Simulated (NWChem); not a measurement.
**Correlation energy of HAs**

```xyz
2

As     0.0000     0.0000     0.0451
H      0.0000     0.0000    -1.4893
```
Charge 0, spin multiplicity 3.

Program: NWChem. The geometry was optimised at UPBE0/def2-SVP, a minimum by its harmonic frequencies.

Basis set: 3-21G. Each correlation energy counts from its own Hartree-Fock reference.

The Hamiltonian is non-relativistic. The correlated methods keep 9 core orbitals frozen. This spin state was chosen for the runs; another may lie lower. The structure started from a generated list of species. The unpaired electrons of the parent sit in orbitals of symmetry b1 and b2 (C2v labels of the run); other states weren't searched. No SCF solution was tested for a lower state. Open-shell Hartree-Fock references start from PBE0 orbitals. Coupled-cluster values serve here as a point of comparison, not as the truth.

Problem. For the correlation energy, UMP2 gives -29.0 mHa and SCS-UMP2 gives -31.8 mHa. What do CCSD on UHF, CCSD[T] on UHF, CCSD(T) on UHF give?

Solution. CCSD on UHF: -40.2 mHa; CCSD[T] on UHF: -40.4 mHa; CCSD(T) on UHF: -40.4 mHa.
